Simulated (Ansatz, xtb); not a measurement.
**Worked example: NH3 + SnH3(SH) → H2S + SnH3(NH2)**

Species: NH3 (ammonia) `N`, singlet; SnH3(SH), singlet; H2S (hydrogen sulfide) `S`, singlet; SnH3(NH2), singlet. The partners trade NH2 for SH: H–NH2 and Sn–SH bonds give way to H–SH and Sn–NH2.

Shapes, held fixed at every level: PBE0-D4/def2-TZVP. Programs: Ansatz 0.2.0, xtb 6.7.1. The zero-point and thermal change to 298 K, harmonic and unscaled (PBE0-D4/def2-TZVP), is -8.8 kJ/mol.

At CCSD(T)/def2-TZVPP; 1 Eh = 2625.50 kJ/mol:

| species | energy (Eh) |
| --- | --- |
| NH3 | -56.475945 |
| SnH3(SH) | -613.792439 |
| H2S | -398.931115 |
| SnH3(NH2) | -271.311971 |

Work out ΔH(298 K) of the reaction at this level.


1. Products less reactants: (-398.931115) + (-271.311971) − [(-56.475945) + (-613.792439)] = 0.025298 Eh = +66.4 kJ/mol.
2. With the thermal change: +66.4 + (-8.8) = +57.6 kJ/mol.

Other levels give +58.1 (CCSD/def2-SVP) to +67.2 kJ/mol (r2SCAN0-D4/def2-TZVPP). No measured value is set beside it here. For atoms past krypton def2 sets carry core potentials with scalar relativity. Correlated rows may include outer-core shells of Sn, which these sets cover unevenly.
